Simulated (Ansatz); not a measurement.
`[AlH2][NH][SiH2]Cl` and `FC[SiH2][NH][AlH2]` differ in one atom or group.

Ansatz, PBE0-D4/def2-TZVP geometries, multiplicity 1. Each molecule was computed in one conformer, which needn't be the lowest.

```
                               property  `[AlH2][NH][SiH2]Cl`
   HOMO–LUMO gap (PBE0/def2-TZVPP) / eV                  7.13
  HOMO energy (ωB97M-V/def2-TZVPP) / eV                -10.60
  HOMO–LUMO gap (B3LYP/def2-TZVPP) / eV                  6.66
HOMO–LUMO gap (ωB97M-V/def2-TZVPP) / eV                 11.02
     LUMO energy (PBE0/def2-TZVPP) / eV                 -1.17
    HOMO–LUMO gap (PBE/def2-TZVPP) / eV                  5.05
```

Task: Give the same properties after the change, and the shifts. (An estimate is asked.)

Result: Ansatz gave: 
```json
{"property": "HOMO–LUMO gap (PBE0/def2-TZVPP) / eV", "`FC[SiH2][NH][AlH2]`": "6.65", "shift": "-0.48"}
{"property": "HOMO energy (ωB97M-V/def2-TZVPP) / eV", "`FC[SiH2][NH][AlH2]`": "-9.35", "shift": "1.25"}
{"property": "HOMO–LUMO gap (B3LYP/def2-TZVPP) / eV", "`FC[SiH2][NH][AlH2]`": "6.20", "shift": "-0.46"}
{"property": "HOMO–LUMO gap (ωB97M-V/def2-TZVPP) / eV", "`FC[SiH2][NH][AlH2]`": "10.72", "shift": "-0.30"}
{"property": "LUMO energy (PBE0/def2-TZVPP) / eV", "`FC[SiH2][NH][AlH2]`": "-0.45", "shift": "0.72"}
{"property": "HOMO–LUMO gap (PBE/def2-TZVPP) / eV", "`FC[SiH2][NH][AlH2]`": "4.33", "shift": "-0.72"}
```

With PBE0 the HOMO rises by 1.20 eV and the LUMO rises by 0.72 eV, so the gap narrows by about 0.48 eV. PBE moves the HOMO by 1.17 eV and ωB97M-V by 1.25 eV.

B3LYP here is the variant with VWN-RPA as its local correlation; programs differ in this.
